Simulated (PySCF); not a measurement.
A GIAO shielding run with PySCF (density fitting, non-relativistic, gas phase) on SMILES [SiH3]N[SiH2][SiH2]O[SiH3], H11NOSi4:

```
$ OMP_NUM_THREADS=1 python probes_run.py task.json out

{"job": {"kind": "nmr", "xc": "PBE0", "basis": "pcSseg-1"}, "charge": 0, "multiplicity": 1}
Si    -3.135518     0.150918     0.899685
N     -2.255664    -0.311481    -0.516583
Si    -0.604472    -0.021133    -0.986678
Si     0.727514    -0.255154     0.863740
O      2.269377    -0.181250     0.343768
Si     3.616936     0.139243    -0.481976
H     -4.382638    -0.615128     0.866044
H     -2.298354    -0.198902     2.045960
H     -3.443988     1.586711     0.921134
H     -2.852261    -0.532605    -1.297415
H     -0.510206     1.302806    -1.647522
H     -0.384683    -0.988852    -2.080619
H      0.633668     0.812167     1.873476
H      0.691296    -1.537975     1.580548
H      3.271507     0.175993    -1.903562
H      4.539441    -0.948846    -0.169992
H      4.111047     1.435518    -0.020994
```

Hardware: 1 thread of an Arm Neoverse N1, shared host. The job also computes population analyses, field gradients.

Question: How large is the calculation?

Answer: 82 electrons, 185 basis functions and 1055 auxiliary functions.

Question: How long does it take, and how much memory does it need?

Answer: 50 s of wall time, with 13 SCF cycles and 4 response iterations; peak memory 0.83 GiB. Times on a shared host scatter by some tens of per cent.
